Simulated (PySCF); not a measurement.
**Core binding energy against partial charge**

C₇H₁₃F.
Numbering: `[CH3:1][C:2]([CH3:3])=[C:4]([CH3:5])[CH2:6][CH2:7][F:8]`

Geometry (PBE0-D3(BJ)/def2-SVP, Å), atoms numbered from 1 in this order:
```
atom  x, y, z in Å
C1    -2.0801   -0.4204    1.1030
C2    -1.0341    0.1289    0.1671
C3    -1.4252    1.3886   -0.5475
C4     0.1554   -0.4906    0.0208
C5     0.4851   -1.7322    0.8099
C6     1.2395   -0.0027   -0.9064
C7     2.2563    0.8590   -0.1833
F8     3.2722    1.2215   -1.0340
H9    -2.2152   -1.5070    0.9850
H10   -1.8121   -0.2446    2.1598
H11   -3.0566    0.0566    0.9350
H12   -2.3156    1.2202   -1.1781
H13   -1.7074    2.1691    0.1799
H14   -0.6325    1.8006   -1.1842
H15   -0.0284   -2.6199    0.3990
H16    1.5631   -1.9499    0.7847
H17    0.1877   -1.6532    1.8667
H18    0.8339    0.5727   -1.7507
H19    1.7702   -0.8663   -1.3413
H20    2.6944    0.3167    0.6736
H21    1.7761    1.7738    0.2055
```

Binding energies: PySCF, delta-SCF UKS SCAN, pcX-2 on the ionised atom, pcseg-1 elsewhere, spin-free X2C. Charges: PBE0/pcSseg-1 ground-state density, for the ionised atom.

```csv
atom,environment,C 1s (eV),Mulliken (e),IAO (e),Hirshfeld (e),ESP (e)
C4,fully substituted alkene carbon,289.93,-0.340,-0.024,-0.004,-0.087
C2,fully substituted alkene carbon,290.00,-0.355,+0.002,+0.004,+0.370
C6,allylic carbon,290.58,-0.203,-0.272,-0.082,-0.165
C5,allylic carbon,290.60,-0.186,-0.419,-0.117,-0.541
C3,allylic carbon,290.60,-0.168,-0.413,-0.117,-0.775
C1,allylic carbon,290.60,-0.200,-0.420,-0.116,-0.540
C7,sp3 C–F carbon,292.71,+0.189,+0.056,+0.024,+0.194
```

**Question.** How well does each charge scheme correlate with the binding energies over these sites?

**Answer.** Mulliken: r = 0.99, slope 5.1 eV per e; Hirshfeld: r = 0.28, slope 4.1 eV per e; IAO: r = 0.26, slope 1.1 eV per e; ESP: r = 0.18, slope 0.4 eV per e. Mulliken charges have the highest r, on only 7 points.

**Question.** The point-charge model writes a binding energy as kq + V + constant, with V the potential of the other atoms' charges at the site. What does it give with the IAO charges?

**Answer.** V = Σ 14.40 eV Å × q/r over all other atoms: -2.22 eV at C4, -2.87 eV at C2, +3.10 eV at C6, +5.18 eV at C5, +5.11 eV at C3, +5.14 eV at C1, -1.17 eV at C7. Fitting binding energy − V to q gives k = 17.7 eV per e and leaves an rms residual of 0.20 eV, against 0.83 eV for the fit on q alone. The model has no term for differences in relaxation between sites.

Isolated species at its PBE0-D3(BJ)/def2-SVP geometry (one conformer only).
